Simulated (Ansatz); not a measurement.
Consider the formal exchange of groups at a B–N bond: `CBN[SiH2]C` + CH₃OH → `CBCO` + `C[SiH2]N`.

Calculated with Ansatz (gas phase, PBE0-D4/def2-TZVP geometries, no zero-point term in ΔE). CCSD(T)/CBS adds triple-zeta CCSD(T) − MP2 to the extrapolated MP2 energy (def2 sets, frozen cores). This one scheme is used for every species. One conformer a species, not always the lowest.

| level | ΔE (kJ/mol) |
| --- | --- |
| HF/def2-QZVPP | 132.6 |
| CCSD/CBS(def2) | 133.9 |

Problem. What does CCSD(T)/CBS give? (Estimate.)

Solution. The calculation gave: +135.7 kJ/mol. The listed levels differ from it by -3.1, -1.8 kJ/mol.

Problem. What do rigid-rotor, harmonic-oscillator terms from PBE0-D4/def2-TZVP frequencies (298.15 K, 1 bar) make of the CCSD(T)/CBS value? (An estimate is asked.)

Solution. The calculation gave: ΔZPE = -9.7 kJ/mol, ΔH = +128.0 kJ/mol, ΔS = 25 J/(mol·K), ΔG = +120.7 kJ/mol.

Largest T1 diagnostic among the species: 0.011.

At CCSD(T), def2-SVP lies +21.1 kJ/mol from the extrapolated value and def2-TZVPP +2.9 kJ/mol. Leaving LDA and LC-ωPBE aside and taking each functional with its dispersion term where it has one, the values, not all of them listed here, spread over 7.8 kJ/mol, from PBE-D4 to BHLYP-D4. LDA lies +3.1 kJ/mol from PBE without D4. From BLYP to BHLYP (50 % exact exchange), in def2-TZVPP and without D4, ΔE moves by +4.4 kJ/mol.
